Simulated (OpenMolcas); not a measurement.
An atom or ion with 6 electrons was computed by SS-CASPT2, IPEA 0.25 Eh, imaginary shift 0.1 Eh with spin-orbit coupling (OpenMolcas, ANO-RCC-VTZP, DKH2). The lowest levels that the run gave, each within 12 % of the measured value where one is at hand:

```csv
J,Parity,E (cm⁻¹),g
0,even,0.0,
1,even,109,1.501
2,even,323,1.501
2,even,20900,1.000
0,even,43380,
2,odd,58370,2.002
1,odd,119160,0.499
2,odd,119160,1.167
3,odd,119170,1.334
0,odd,142590,
1,odd,142600,1.501
2,odd,142620,1.501
```

Question: Which ion is it, and what are the configurations and terms?

Answer: O²⁺ (Z = 8, charge +2; active space 4 electrons in 8 orbitals (2s 2p 3s 3p)). J, parity and g give the terms where levels are pure, and mixed ones are named by the computed weights; the size of the splittings, set against known spectra of the 6-electron sequence, gives the charge. In order, with the measured energies in cm⁻¹ (Moore, Selected Tables of Atomic Spectra, NSRDS-NBS 3, section 11): 2s² 2p² ³P₀, 2s² 2p² ³P₁ (113), 2s² 2p² ³P₂, 2s² 2p² ¹D₂ (20273), 2s² 2p² ¹S₀ (43186), 2s 2p³ ⁵S°₂ (60325), 2s 2p³ ³D°₁, 2s 2p³ ³D°₂, 2s 2p³ ³D°₃, 2s 2p³ ³P°₀, 2s 2p³ ³P°₁, 2s 2p³ ³P°₂.

Term energies are means over components that CASPT2 splits; among the terms shown or strongly mixed into the levels shown the widest spread is 32 cm-1 (2s 2p³ ³D°). Active for correlation alone: 3p 3s; no level in the range computed is led by a configuration that fills them, so any true level of that kind is missing. Measured partners are found by configuration, term and J. A level has none where our copy of the source lacks it or the pairing is in doubt (some pairs that miss far off the trend of their configuration count as doubtful), and it then counts in no deviation. Only configurations of the active space appear.

° marks odd parity.
